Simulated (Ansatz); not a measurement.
Relaxation of BClFH$_{2}$N (6 atoms, charge 0, multiplicity 1), to a largest force component of 0.02 eV/Å in at most 40 steps.

Theory: RKS PBE0/def2-SVP (Ansatz).

```xyz
6
Properties=species:S:1:pos:R:3
B 0.000 0.000 0.000
N 0.000 0.000 1.550
H -0.877 -0.271 2.080
H 0.877 0.271 2.080
Cl 1.611 0.000 -0.930
F -1.143 0.000 -0.660
```

Where does it end, and by what steps?

The forces met the threshold. After 6 steps the energy has fallen by 0.711 eV; H3 moved furthest, 0.22 Å.

| step | energy less start (eV) | largest force component (eV/Å) | accepted |
| --- | --- | --- | --- |
| 0 | 0.0000 | 3.647 | yes |
| 1 | -0.6068 | 1.478 | yes |
| 2 | -0.6310 | 1.187 | yes |
| 3 | -0.6353 | 0.838 | yes |
| 4 | -0.7070 | 0.334 | yes |
| 5 | -0.7101 | 0.203 | yes |
| 6 | -0.7107 | 0.015 | yes |

```xyz
6
Properties=species:S:1:pos:R:3
B 0.021 -0.011 0.077
N 0.015 0.001 1.467
H -0.843 -0.072 1.997
H 0.858 0.083 2.018
Cl 1.532 0.119 -0.835
F -1.115 -0.120 -0.604
```

Run time: 19 s on 1 thread of Arm Neoverse V1, with other jobs on the host, peak memory 0.16 GiB.
